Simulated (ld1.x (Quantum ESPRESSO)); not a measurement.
# lanthanum: TM pseudisation with PBE, scalar-relativistic reference atom.

- Element: lanthanum
- Generator: ld1.x (Quantum ESPRESSO) 7.5
- Type: norm-conserving Troullier–Martins (Kleinman–Bylander form)
- Functional: PBE
- Relativity: scalar-relativistic
- Frozen core: [Kr] 4d10
- Valence charge: 11
- Reference configuration: 4f0 5s2 5p6 5d0 6s0 6p0 (charge +3)
- Partial waves: 5p (bound): rc 1.70 bohr; 5d (bound, empty): rc 0.95 bohr; 4f (bound, empty): rc 1.05 bohr; 5s (bound): rc 2.20 bohr
- Local potential: the s channel
- Core correction: a·sin(br)/r model core inside 0.85 bohr

All-electron outer shells of the reference configuration (PBE, scalar-relativistic, ld1.x):

```json
{"shell": "4p", "level (eV)": "-223.32", "outermost node (bohr)": "0.34", "outermost maximum (bohr)": "0.63"}
{"shell": "4d", "level (eV)": "-127.14", "outermost node (bohr)": "0.32", "outermost maximum (bohr)": "0.68"}
{"shell": "5s", "level (eV)": "-61.67", "outermost node (bohr)": "0.77", "outermost maximum (bohr)": "1.41"}
{"shell": "5p", "level (eV)": "-44.74", "outermost node (bohr)": "0.83", "outermost maximum (bohr)": "1.58"}
{"shell": "4f", "level (eV)": "-27.31", "outermost node (bohr)": "–", "outermost maximum (bohr)": "0.74"}
{"shell": "5d", "level (eV)": "-23.35", "outermost node (bohr)": "0.94", "outermost maximum (bohr)": "2.05"}
{"shell": "6s", "level (eV)": "-20.32", "outermost node (bohr)": "1.80", "outermost maximum (bohr)": "3.22"}
{"shell": "6p", "level (eV)": "-15.86", "outermost node (bohr)": "2.07", "outermost maximum (bohr)": "3.74"}
```

Results:

- Cutoffs needed: 45 Ry and 60 Ry (the cutoffs (Ry, on a coarse ladder) from which the occupation-weighted sum of valence levels, in a spherical-Bessel basis at the reference potential, stays within 10 and 1 mRy of its value at 400 Ry) The cutoffs count occupied waves only; the empty 5d level needs 260 Ry at the loose tolerance.
- Ghost test: ghost state, extra bound levels that the all-electron valence spectrum of the same l lacks: d at -7718.5 eV; a true bound ghost makes a file unfit for plane-wave use (spherical-Bessel basis up to 400 Ry, 20 bohr box)
- Configuration tests: 4 of 7 tests not solved or not reliable; not counted: 4f0 5s2 5p6 5d2 6s1 6p0 (solver errors, printed error +21.5 eV); 4f0 5s2 5p6 5d1 6s2 6p0 (solver errors, printed error -16.7 eV); 4f0 5s2 5p6 5d1 6s1.5 6p0 (solver errors, printed error -14.4 eV); 1 more

Generation and tests took about 3.5 s on one core of a shared server CPU.
